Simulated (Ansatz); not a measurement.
Consider the germylene formation by 1,1-elimination: `[NH2][GeH]([OH])[SH]` → H₂O + `[NH2][Ge][SH]`.

Program: Ansatz. Geometries: PBE0-D4/def2-TZVP. ΔE: electronic, gas phase. CBS: MP2 limit from def2 TZ/QZ plus the TZ coupled-cluster correction, frozen cores. This one scheme is used for every species. Functionals use def2-TZVPP. For Ge outer-core shells are correlated without core-valence functions, which leaves a few kJ/mol of doubt a bond. Scalar relativity is left out up to krypton. One conformer a species, not always the lowest.

Task: Is it downhill or uphill in electronic energy at CCSD(T)/CBS, and by how much? (Estimate.)

Result: Computed: Uphill: ΔE = +0.70 eV.

Task: What do these levels give: B97M-V, CAM-B3LYP-D4, BLYP, PBE0, SCS-MP2/def2-TZVPP, MP2/CBS(def2)? (An estimate is asked.)

Result: Computed: B97M-V 0.86, CAM-B3LYP-D4 0.73, BLYP 0.26, PBE0 0.70, SCS-MP2/def2-TZVPP 0.88, MP2/CBS(def2) 0.78 eV.

Task: What do rigid-rotor, harmonic-oscillator terms from PBE0-D4/def2-TZVP frequencies (298.15 K, 1 bar) make of the CCSD(T)/CBS value? (Estimate.)

Result: Ansatz gave: ΔZPE = -0.01 eV, ΔH = +0.73 eV, ΔS = 137 J/(mol·K), ΔG = +0.30 eV.

Largest T1 diagnostic among the species: 0.014.

At CCSD(T), def2-SVP lies +0.11 eV from the extrapolated value and def2-TZVPP +0.16 eV. The D4 term adds +0.09 eV with B3LYP and +0.05 eV with PBE0; it sums over pairs of atoms, weighted by their polarisabilities, and B3LYP, whose exchange is more repulsive, gets the larger term. From PBE to PBE0 (25 % exact exchange), in def2-TZVPP and without D4, ΔE moves by +0.18 eV.

B3LYP here is the variant with VWN-RPA as its local correlation; programs differ in this.
